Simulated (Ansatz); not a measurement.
The cluster CuAg₄⁺. The state is a singlet with charge 1. Geometry PBE-D4/def2-SVP; atoms count from 1.

```xyz
5

Ag    0.175   -2.694    0.574
Ag   -0.328    2.687   -0.481
Ag   -0.158    1.002   -2.502
Ag    0.005    0.018    0.063
Cu    0.306   -1.013    2.346
```

In the def2 sets Ag takes a core potential; there is no spin–orbit coupling. Another isomer (singlet) lies 0.03 eV lower at PBE0-D4/def2-TZVP; other spin states weren't run for this one.

Q: Estimate the Mulliken populations from the PBE0/def2-TZVP orbitals of Ansatz.

A: 
```
atom  charge (e)  d electrons
 Ag1        0.18         9.92
 Ag2        0.20         9.93
 Ag3        0.23         9.93
 Ag4        0.15         9.90
 Cu5        0.25         9.94
```
Mulliken values depend strongly on the basis.

Q: And the Mayer bond orders between heavy atoms (over 0.3)?

A: Ag1–Ag4 0.36 (2.76 Å); Ag1–Cu5 0.73 (2.45 Å); Ag2–Ag3 0.71 (2.64 Å); Ag2–Ag4 0.34 (2.74 Å); Ag3–Ag4 0.33 (2.75 Å); Ag4–Cu5 0.37 (2.52 Å).
